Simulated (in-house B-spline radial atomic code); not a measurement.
Computed with a B-spline radial atomic code. Model: two electrons, singlet ground state, non-relativistic, full CI in B-splines with partial waves to l = 8 (at full coupling up to 3e-4 hartree above the limit, correlation up to 0.6 % small), density held at that of full coupling by Lieb maximisation.

Along the adiabatic connection the electron repulsion is scaled by a coupling λ while a local potential keeps the density fixed. At λ = 0 the system is the Kohn-Sham one and W equals the exchange energy; the exchange-correlation energy is the area under W between 0 and 1. The kinetic energy rises with λ as the electrons avoid each other, with dT/dλ = −λ dW/dλ.

Command:
```bash
python run_ac.py task.json out
```
Settings (lengths in bohr, energies in hartree):
```
potential              dot
strength               0.302
lmax                   8
second                 -1
```

Run time, properties included: 13 s on 1 thread of Intel(R) Xeon(R) Processor @ 2.30GHz, with other jobs on the host.

**W = mean repulsion less Hartree energy, and W of three functionals.**

Given: confinement charge in harmonic well; well frequency 0.302 hartree; nuclear charge -1; external potential omega^2 r^2/2 - Z/r.

Computed: LDA exchange minus exact 38.921 millihartree; SCAN exchange minus exact -5.9412 millihartree.

| coupling | W xc (hartree) | W xc minus exchange (millihartree) | kinetic minus Kohn-Sham (millihartree) | LDA (PW92) W minus its exchange (millihartree) | PBE W minus its exchange (millihartree) | SCAN W minus its exchange (millihartree) |
| --- | --- | --- | --- | --- | --- | --- |
| 0 | -0.31169 | 0 | 0 | 0 | 0 | 0 |
| 0.02 | -0.31412 | -2.432 | 0.02 | -9.33 | -3.82 | -1.87 |
| 0.05 | -0.31762 | -5.933 | 0.15 | -18.18 | -8.54 | -4.54 |
| 0.12 | ? | ? | ? | ? | ? | ? |
| 0.25 | -0.33707 | -25.381 | 2.96 | -51.3 | -30.47 | -19.52 |
| 0.4 | -0.34811 | -36.424 | 6.52 | -66.55 | -42 | -28.52 |
| 0.6 | -0.35949 | -47.802 | 12.15 | -81.66 | -54.05 | -38.46 |
| 0.8 | -0.36815 | -56.456 | 18.17 | -93.24 | -63.62 | -46.65 |
| 1 | -0.37489 | -63.205 | 24.22 | -102.55 | -71.5 | -53.5 |
| 1.4 | ? | ? | ? | ? | ? | ? |
| 2 | -0.39407 | -82.379 | 51.56 | -131.88 | -97.16 | -75.82 |
| 3 | -0.4032 | -91.514 | 73.95 | -148.32 | -111.97 | -87.94 |
| 4.5 | -0.41078 | -99.09 | 101.8 | -163.64 | -125.98 | -98.19 |
| 7 | -0.41759 | -105.9 | 140.06 | -178.77 | -139.97 | -106.75 |
| 10 | -0.42224 | -110.55 | 178.97 | -189.71 | -150.17 | -111.77 |

Question: What belongs in the row 0.12?

Answer: W xc (hartree): -0.32515; W xc minus exchange (millihartree): -13.464; kinetic minus Kohn-Sham (millihartree): 0.78; LDA (PW92) W minus its exchange (millihartree): -32.76; PBE W minus its exchange (millihartree): -17.55; SCAN W minus its exchange (millihartree): -10.26.

Question: What belongs in the row 1.4?

Answer: W xc (hartree): -0.38468; W xc minus exchange (millihartree): -72.991; kinetic minus Kohn-Sham (millihartree): 35.83; LDA (PW92) W minus its exchange (millihartree): -116.84; PBE W minus its exchange (millihartree): -83.85; SCAN W minus its exchange (millihartree): -64.33.

Question: What is the PBE exchange minus exact?

Answer: 5.7204 millihartree.

**Energy parts, natural occupations and partial-wave weights.**

Computed: exchange energy -0.31169 hartree; correlation energy -0.038986 hartree; kinetic part of the DFT correlation energy 0.024219 hartree; initial slope twice GL2 -0.12352 hartree; kinetic part over minus potential part 0.38318; Hartree energy 0.62338 hartree; Kohn-Sham kinetic 0.29328 hartree.

```csv
natural,occupation of the shell (electrons)
s,1.8624
p,?
d,0.0013775
s,0.0012538
f,0.00015344
p,0.00015231
```

Question: What belongs in the row p?

Answer: occupation of the shell (electrons): 0.13456.

| wave | weight |
| --- | --- |
| s | 0.93183 |
| p | ? |
| d | 0.00070583 |
| f | 8.1855e-05 |
| g | 1.7632e-05 |

Question: What belongs in the row p?

Answer: weight: 0.06736.

Question: What is the Lieb Oxford ratio E_xc over LDA exchange?

Answer: 1.2856.

Question: What is the total energy?

Answer: 2.2054 hartree.

Half-way to full coupling W has made 67 % of its drop, against 50 % for a straight line, and second-order (GL2) theory, half the initial slope, overshoots the correlation energy by about 58 %: a marked bend. Over couplings 0 to 1 the errors in E_xc come to about +9.2 millihartree for LDA, -0.1 millihartree for PBE, +1.5 millihartree for SCAN, so PBE is nearest. In LDA and PBE and SCAN the errors of exchange and correlation have opposite signs, so the sum is smaller than the larger of the two.
